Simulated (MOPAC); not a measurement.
MOPAC input (AM1):

```
AM1 1SCF GEO-OK AUX(PRECISION=9) THREADS=1
HFSi

Si   -0.24675166 1   -0.31480560 1    0.45207189 1
H    -0.98134586 1   -1.21116338 1   -0.55911929 1
F     0.49287435 1    0.62427130 1   -0.64109857 1
```

From the last part of the output:

```
                                                       MOPAC v23.2.5 Linux

          FINAL HEAT OF FORMATION =        -41.28941 KCAL/MOL =    -172.75491 KJ/MOL

          COSMO AREA              =         82.61 SQUARE ANGSTROMS
          COSMO VOLUME            =         68.83 CUBIC ANGSTROMS

          IONIZATION POTENTIAL    =          8.034868 EV
          HOMO LUMO ENERGIES (EV) =         -8.035 -0.916
          NO. OF FILLED LEVELS    =          6
          MOLECULAR WEIGHT        =         48.0918         POINT GROUP:  Cs

          MOLECULAR DIMENSIONS (Angstroms)

            Atom       Atom       Distance
            F     3    H     2     2.35560
           Si     1    F     3     1.05097
            H     2   Si     1     0.00000

          SCF CALCULATIONS        =          1

   ATOM   CHEMICAL          X               Y               Z
  NUMBER   SYMBOL      (ANGSTROMS)     (ANGSTROMS)     (ANGSTROMS)

     1      Si         -0.24675166  *  -0.31480560  *   0.45207189  *
     2       H         -0.98134586  *  -1.21116338  *  -0.55911929  *
     3       F          0.49287435  *   0.62427130  *  -0.64109857  *

                             CARTESIAN COORDINATES

   1   Si       -0.246751660    -0.314805600     0.452071890
   2    H       -0.981345860    -1.211163380    -0.559119290
   3    F        0.492874350     0.624271300    -0.641098570

           Empirical Formula: H Si F  =     3 atoms

      MOLECULAR POINT GROUP   :   Cs

                  EIGENVALUES
 -48.03854 -16.76551 -15.47432 -14.96789 -11.98029  -8.03487  -0.91563   1.74410
   2.81798

              NET ATOMIC CHARGES AND DIPOLE CONTRIBUTIONS

  ATOM NO.   TYPE          CHARGE      No. of ELECS.   s-Pop       p-Pop
    1         Si           0.765019        3.2350     1.54288     1.69210
    2          H          -0.338904        1.3389     1.33890
    3          F          -0.426115        7.4261     1.87721     5.54890
 DIPOLE           X         Y         Z       TOTAL
 POINT-CHG.    -0.318    -0.463     3.883     3.924
 HYBRID         0.139     0.238    -3.709     3.719
 SUM           -0.179    -0.225     0.174     0.336

          ATOMIC ORBITAL ELECTRON POPULATIONS

     Atom    s        px        py        pz
    1 Si   1.54288   0.30352   0.37191   1.01666
    2  H   1.33890
    3  F   1.87721   1.83755   1.83975   1.87160

 **********************
 *                    *
 * JOB ENDED NORMALLY *
 *                    *
 **********************

 == MOPAC DONE ==
```

The geometry given is a B3LYP-D3(BJ)/def2-TZVP minimum.
